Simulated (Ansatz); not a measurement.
**Pulling the pair apart**

The pair of Cu⁺ (SMILES [Cu+], atom 1) and C$_{2}$H$_{6}$ (SMILES CC, atoms 2–9), both closed shells, in one local arrangement (a lower one may exist), relaxed at PBE0-D4/def2-TZVP:

```xyz
9
angstrom
Cu 0.5421 -0.3097 -2.3391
C -0.3188 0.1931 -0.4076
C 0.2065 -0.1295 0.9835
H -0.5795 -0.7738 -0.9245
H -1.2550 0.7528 -0.4129
H 0.4123 0.8852 -0.9142
H 0.3787 0.7935 1.5370
H 1.1417 -0.6883 0.9505
H -0.5279 -0.7234 1.5275
```

C$_{2}$H$_{6}$ is shifted rigidly along the line between the mean atom positions of the two fragments (negative: closer). Counterpoise interaction energies in kcal/mol. Computed with Ansatz 0.2.0 (basis: def2-TZVPPD); correlated methods freeze the cores. The 3s and 3p shells of Cu and Zn are frozen; filled d shells are correlated. B3LYP uses VWN-RPA correlation.

| shift (Å) | r2SCAN-D4 | B3LYP-D4 | HF |
| --- | --- | --- | --- |
| -0.22 | -34.99 | -25.96 | -0.50 |
| -0.11 | -37.18 | -29.61 | -7.60 |
| 0.00 | -37.10 | -30.76 | -11.70 |
| 0.11 | -35.64 | -30.35 | -13.78 |
| 0.26 | -32.43 | -28.70 | -14.55 |
| 0.54 | -25.29 | -23.10 | -12.86 |
| 1.09 | -14.09 | -13.12 | -7.79 |
| 2.17 | -4.23 | -3.72 | -2.77 |

Task: What does CCSD(T) give at these shifts? (Judge from chemistry; the value comes from the calculation.)

Result: By the calculation: -19.17, -22.94, -24.28, -24.08, -22.35, -17.51, -9.46, -2.97 kcal/mol. For zero shift, CCSD(T) at an estimated basis limit (MP2 extrapolated from triple and quadruple zeta, plus CCSD(T) − MP2 in triple zeta) gives -27.15 kcal/mol. These are counterpoise interaction energies, counted from the two frozen fragments.

No T1 diagnostic of these runs exceeds 0.019.

For scale, one of the runs: CCSD(T)/def2-TZVPPD, 243 basis functions, launched by `ansatz run in.yaml --threads 4 --pin off --events-out ev --progress --plain --max-ram 9574MiB`. Time: 28 s of wall clock on 4 CPU threads of an Intel Xeon 6975P-C; the host was shared. Peak host memory: 4.9 GiB.
